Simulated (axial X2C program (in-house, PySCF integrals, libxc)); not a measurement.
How the levels of ClReCl (d5 s0 p(π)0 orbitals) move with the bond length

Calculated with an axial X2C code built on PySCF integrals: two-component X2C with atomic mean-field Coulomb and Gaunt terms, basis Cl dyall-av3z, Re dyall-v3z (cores contracted in-house). Orbitals come from Hartree–Fock averaged over the configuration Re d5 s0 p(π)0; CI then distributes these electrons over the d, s, p(π) shells of Re.

At Cl–Re–Cl held linear, both bonds 2.326 Å:

| Ω | energy (cm⁻¹) | g∥ | configuration |
| --- | --- | --- | --- |
| 1/2 | 0 | 1.98 | 100% d5 |
| 3/2 | 47 | 5.95 | 100% d5 |
| 5/2 | 83 | 9.90 | 100% d5 |
| 5/2 | 13746 | 7.49 | 100% d5 |
| 1/2 | 13912 | 0.22 | 100% d5 |
| 3/2 | 14422 | 3.56 | 100% d5 |
| 1/2 | 15722 | 3.84 | 100% d5 |
| 7/2 | 16782 | 8.99 | 100% d5 |
| 5/2 | 17153 | 5.65 | 100% d5 |
| 1/2 | 17515 | 1.84 | 100% d5 |
| 3/2 | 17667 | 5.51 | 100% d5 |
| 3/2 | 17904 | 2.80 | 100% d5 |
| 9/2 | 18162 | 11.90 | 100% d5 |
| 7/2 | 18992 | 9.06 | 100% d5 |

g∥ is the magnitude of 2⟨Lz + ge Sz⟩ for the +Ω component. The lowest 14 levels at most are listed.

At Cl–Re–Cl held linear, both bonds 2.163 Å:

```
  Ω  energy (cm⁻¹)     g∥  configuration
1/2              0   1.97        100% d5
5/2             19   9.86        100% d5
3/2             32   5.93        100% d5
1/2          10748   0.06        100% d5
5/2          10880   7.69        100% d5
3/2          11464   3.85        100% d5
1/2          12325   3.92        100% d5
7/2          14871   8.38        100% d5
5/2          15251   4.75        100% d5
9/2          15718  11.93        100% d5
1/2          16379   1.70        100% d5
3/2          16474   2.64        100% d5
3/2          16590   4.00        100% d5
5/2          17652   5.67        100% d5
```

The lowest level lies 5516 cm⁻¹ above the lowest at the first distance.

(1) How does the gap from the lowest to the fifth level change between the two distances?

There is no dynamic correlation: spin–orbit spacings and, for f shells, spacings inside one term are the most reliable numbers, splittings between terms come out too wide, and energies between configurations are not reliable, so the lowest level need not be the ground state of the molecule. For d shells the ligand-field splittings (σ, π, δ) and their order can be off by a thousand cm⁻¹ or more. At most 4 roots were kept for each Ω > 0 (twice that for Ω = 0) within 3.2 eV of the lowest, so higher up levels can be missing between those listed; levels with Ω > 0 are doubly degenerate and listed once, Ω = 0 levels singly. Some active spinors are only partly of the character that their shell is named for, so the shell names and counts are nominal. States that fill the shells left empty in the average are placed too high. The molecule was held linear; bending was not examined.

## Answers

(1) From 13912 to 10880 cm⁻¹, a factor of 0.78.
